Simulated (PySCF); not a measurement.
Compound: C5H9ClSi2.
Atom-mapped SMILES: `[SiH3:1][C:2]#[C:3][Si@H:4]([Cl:5])[CH:6]1[CH2:7][CH2:8]1`

NICS is the negative of the GIAO shielding at a point without a nucleus: at the ring centre (0) and 1 Å above and below it (1); zz is the component along the ring normal. Level: GIAO B97-2/pcSseg-1 (PySCF, non-relativistic, gas phase) on the PBE0-D3(BJ)/def2-SVP geometry, one conformer.

Ring bond lengths (Å): C6–C7 1.510, C7–C8 1.491, C8–C6 1.512.

Task: What do the NICS probes read (ppm)?

Result: 
```json
{"ring": "C6–C7–C8", "type": "3-membered carbocycle; formal bonds all single", "NICS(0)": "-43.9", "NICS(1), two faces": "-9.1 / -8.2", "NICS(1)zz, two faces": "-22.6 / -23.3", "rms pucker (Å)": "0.00", "centre to ring atoms, mean (Å)": "0.87"}
```

Task: What can be read from them?

Result: 
- C6–C7–C8: mean NICS(1)zz -22.9 ppm, shielded. C6, C7, C8 have four or more neighbours; no verdict on aromaticity is drawn. NICS(0) lies 35 ppm below the mean NICS(1).

Task: Give the inner angles of the rings.

Result: 
- C6–C7–C8: C6 59.1°, C7 60.5°, C8 60.4°; sum 180.0° against 180° for a flat convex ring.

Task: How do the values depend on the level or the medium?

Result: 
```
              level  NICS(0), C6–C7–C8  mean NICS(1)zz, C6–C7–C8
B97-2/pcSseg-1, gas              -43.9                     -22.9
 PBE0/pcSseg-1, gas              -44.2                     -23.2
```

The geometry is the same throughout.

The values belong to the conformer `[SiH3:1][C:2]#[C:3][Si@H:4]([Cl:5])[CH:6]1[CH2:7][CH2:8]1`: C3–Si4–C6–C7 -159°.
